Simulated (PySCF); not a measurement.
H2OSeZn, SMILES [SeH][Zn][OH]. Atoms are numbered in the order given.

```xyz
5

Zn     0.0094     0.8646     0.0000
O     -0.1187     2.6433     0.0000
H      0.7256     3.1125     0.0000
Se    -0.0439    -1.4327     0.0000
H      1.4333    -1.4867     0.0000
```
Charge 0, spin multiplicity 1.

The structure is a stationary point at B3LYP-D3(BJ)/def2-SVP. A frequency run showed that this geometry is not a minimum. Other conformers were not sampled.

These are B3LYP-D3(BJ)/def2-SVP run with PySCF values and carry that method's errors.

Frequencies are harmonic and unscaled.

```json
[
 {"mode": "1", "ν (cm⁻¹)": "149i", "IR (km/mol)": "63.8", "Raman (Å⁴/amu)": "1.8", "depolarisation": "0.75", "moving atoms (share of kinetic energy)": "H 90 %, O 10 %"},
 {"mode": "2", "ν (cm⁻¹)": "108", "IR (km/mol)": "12.3", "Raman (Å⁴/amu)": "0.3", "depolarisation": "0.53", "moving atoms (share of kinetic energy)": "O 44 %, Zn 41 %, H 9 %"},
 {"mode": "3", "ν (cm⁻¹)": "117", "IR (km/mol)": "1.8", "Raman (Å⁴/amu)": "0.3", "depolarisation": "0.75", "moving atoms (share of kinetic energy)": "Zn 40 %, O 39 %, H 15 %"},
 {"mode": "4", "ν (cm⁻¹)": "269", "IR (km/mol)": "3.2", "Raman (Å⁴/amu)": "10.9", "depolarisation": "0.25", "moving atoms (share of kinetic energy)": "Se 50 %, Zn 35 %, O 14 %"},
 {"mode": "5", "ν (cm⁻¹)": "585", "IR (km/mol)": "5.3", "Raman (Å⁴/amu)": "3.9", "depolarisation": "0.74", "moving atoms (share of kinetic energy)": "H 97 %"},
 {"mode": "6", "ν (cm⁻¹)": "667", "IR (km/mol)": "140.0", "Raman (Å⁴/amu)": "12.2", "depolarisation": "0.12", "moving atoms (share of kinetic energy)": "O 67 %, Zn 17 %, H 15 %"},
 {"mode": "7", "ν (cm⁻¹)": "736", "IR (km/mol)": "18.5", "Raman (Å⁴/amu)": "6.1", "depolarisation": "0.71", "moving atoms (share of kinetic energy)": "H 78 %, O 14 %, Zn 8 %"},
 {"mode": "8", "ν (cm⁻¹)": "2395", "IR (km/mol)": "18.1", "Raman (Å⁴/amu)": "148.2", "depolarisation": "0.33", "moving atoms (share of kinetic energy)": "H 99 %"},
 {"mode": "9", "ν (cm⁻¹)": "3843", "IR (km/mol)": "42.6", "Raman (Å⁴/amu)": "165.8", "depolarisation": "0.28", "moving atoms (share of kinetic energy)": "H 94 %"}
]
```
